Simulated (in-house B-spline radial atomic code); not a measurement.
Values are calculated unless marked as measured or tabulated.
# How size changes two electrons in a parabolic InAs dot with a donor at its centre

For InAs the NSM archive of the Ioffe Institute lists m* = 0.023 m0 and ε = 15.15. Real donors also feel a central-cell potential, which shifts the ground state. In so narrow a gap the band flattens within tens of meV, so real spacings are smaller, by up to some tenths.

Effective-mass model with parabolic bands, a uniform dielectric constant, no image charges, no central-cell or spin-orbit terms. Two-electron levels come from full CI in B-splines with partial waves to l = 5 (up to 0.001 effective hartree above the limit).

Ha* = 2.727 meV, a* = 34.86 nm.

```
ħω (meV)  s-p spacing (meV)  J_ss (meV)  charging energy, CI (meV)  gap to the lowest triplet, CI (meV)  leading natural occupation
    12.9               15.5        5.27                       5.05                                 13.8                       1.995
    10.4               12.8         4.8                       4.58                                 11.2                       1.994
    8.43               10.6        4.38                       4.16                                 9.18                       1.993
    7.28               9.34        4.12                        3.9                                    8                       1.992
    6.33               8.27        3.89                       3.67                                 7.01                       1.991
    4.31                  6        3.34                       3.11                                 4.91                       1.988
    3.54               5.12         3.1                       2.87                                 4.11                       1.986
    1.77               3.04        2.45                       2.19                                 2.23                       1.978
     1.6               2.83        2.37                       2.12                                 2.04                       1.977
   0.938               2.03        2.07                       1.79                                 1.32                       1.968
   0.605               1.62        1.91                        1.6                                0.946                       1.960
   0.333                1.3        1.78                       1.44                                0.619                       1.947
```

Problem. With what end-to-end powers of ħω do the columns change between the first and last rows?

Solution. Spacing +0.68, J_ss +0.30, charging energy +0.34, triplet gap +0.85. In large dots the donor takes over: the spacing tends to 3/8 Ha* = 1.02 meV and the triplet gap to the binding of the second electron, 0.0278 Ha* = 0.0757 meV, which it nears slowly.

Problem. Where does repulsion overtake the orbital spacing, and what happens to the ratio of triplet gap to spacing?

Solution. J_ss passes the spacing between ħω = 1.6 and 0.938 meV. The ratio goes from 0.89 to 0.48, while the leading occupation goes from 1.995 to 1.947.
